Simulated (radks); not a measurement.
Kinetic energies: the exact non-interacting value of the Kohn-Sham orbitals and orbital-free approximations, as 100 (|E| - |E exact|)/|E exact|, negative where the magnitude is too small. Species: Al3+ [Ne]; Mo [Kr] 4d5 5s1. Method: non-relativistic Kohn-Sham, exchange-only LDA, spin-polarised, spherical densities, point nucleus; computed with a radial shooting solver on a logarithmic mesh with Libxc functionals. Every spin shell is full or empty, so the densities are truly spherical. Functionals are evaluated on that one density, not self-consistently.

functional          Al3+       Mo
exact (hartree)  238.495  3969.33
Thomas-Fermi       -7.71    -5.58
von Weizsacker    -34.81   -56.00
TF + vW           +57.48   +38.42
TF + vW/9          -0.47    -0.69
TF + vW/5          +5.33    +3.22
APBEK              +0.28    +0.13
revAPBEK           +0.69    +0.33
Perdew 92          -0.45    -0.68
Thakkar            +0.02    -0.51
Pearson            -1.82    -0.98
DePristo-Kress     +0.10    -0.07
Ernzerhof          +0.36    -0.38
